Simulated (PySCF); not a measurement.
Zr(OH)3 (H3O3Zr), SMILES [Zr]([OH])([OH])[OH] (connectivity only; charge and spin as stated), neutral, multiplicity 2. Atoms are numbered in the order given.

```xyz
7

Zr     0.0000     0.0000     0.0000
O      1.9252     0.0000     0.0000
H      2.8805     0.0000     0.0000
O     -0.9626    -1.6672     0.0000
H     -1.4402    -2.4946     0.0000
O     -0.9626     1.6672     0.0000
H     -1.4402     2.4946     0.0000
```
Charge 0, spin multiplicity 2.

Geometry optimised at PBE0-D3(BJ)/def2-SVP. The spin state was assumed, not searched. The isomer is the one that the SMILES or the coordinates give; other isomers of the formula were not compared. The def2 effective core potentials stand for the cores of Zr; spin–orbit coupling is left out. The values are those of a single conformer.

All values below come from ωB97X/def2-TZVPD in PySCF.

Gas-phase values at a fixed geometry.

The total energy comes out as -274.73571 hartree. The point group is D3h and the α spin, highest occupied and lowest empty level is -6.44 and 1.37 eV. The β spin, highest occupied and lowest empty level is -11.30 and -0.46 eV and the dipole moment is 0.00 D. The quadrupole, principal values (traceless, Buckingham form, about the centre of nuclear charge) is -7.01, 3.50, 3.51 D·Å. The mean static polarisability is 64.9 bohr³ (9.62 Å³). The polarisability, principal values is 59.2, 59.2, 76.5 bohr³ and the ⟨S²⟩ comes out as 0.751 (pure state 0.75).
